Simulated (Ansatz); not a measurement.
CrCl₂O₂⁺, that is CrO2Cl2 with one electron fewer. Total charge 1; doublet. Geometry r2SCAN-D4/def2-SVP, that of the neutral singlet; atoms count from 1.

Cartesian coordinates in Å:
```
Cr -0.006 -0.069 0.097
O -0.725 -1.434 0.182
O 0.619 0.251 1.473
Cl -1.420 1.433 -0.393
Cl 1.532 -0.181 -1.359
```

Q: Estimate the Mulliken populations from the PBE0/def2-TZVP orbitals of Ansatz.

A: 
| atom | charge (e) | spin (α − β) | d electrons |
| --- | --- | --- | --- |
| Cr1 | 1.21 | -0.52 | 4.22 |
| O2 | -0.26 | 0.20 | – |
| O3 | -0.26 | 0.20 | – |
| Cl4 | 0.16 | 0.56 | – |
| Cl5 | 0.16 | 0.56 | – |
Mulliken values depend strongly on the basis.

Q: Where does the spin sit?

A: Summed by element: Cr -0.52, O 0.40, Cl 1.13, of 1 unpaired in all. Largest on single atoms: Cl5 0.56, Cl4 0.56, Cr1 -0.52.

Q: And the Mayer bond orders between heavy atoms (over 0.3)?

A: Cr1–O2 2.02 (1.54 Å); Cr1–O3 2.02 (1.54 Å); Cr1–Cl4 0.95 (2.12 Å); Cr1–Cl5 0.95 (2.12 Å).
